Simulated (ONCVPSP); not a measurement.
## PW91 ONCV dataset for Mn (Z = 25), scalar-relativistic all-electron reference.

- Element: manganese (Mn)
- Generator: ONCVPSP 4.0.1
- Type: optimised norm-conserving Vanderbilt (ONCV)
- Functional: PW91
- Relativity: scalar-relativistic
- Frozen core: [Ne]
- Valence charge: 15
- Reference configuration: 3s2 3p6 3d5 4s2
- Partial waves: 3s+4s: rc 1.70 bohr, ncon 4, nbas 7, qcut 6.5 1/bohr, 2 projectors; 3p: rc 1.25 bohr, ncon 4, nbas 7, qcut 12.9 1/bohr, 3 projectors, debl 3 Ha; 3d: rc 0.95 bohr, ncon 4, nbas 8, qcut 11 1/bohr, local
- Local potential: the d channel
- Core correction: Teter function fitted to the true core (icmod 2), fcfact 0.7

Calculated quality:

* Cutoffs needed: 168 Ha and 261 Ha (the cutoffs (Ha) at which the residual kinetic energy of the hardest occupied pseudo-wave falls to 1 and 0.1 mHa per electron)
* Ghost test: no bound ghost flagged; no localised positive-energy state flagged
* Largest excitation error: -13 meV (all-electron minus pseudo) for 3s2 3p6 3d4 4s0, out of 4 test configurations
* rms error of d²Exc/dni dnj: 3.14 mHa without and 1.63 mHa with the model core

Generation and tests took about 9.8 s on one core of a shared server CPU.
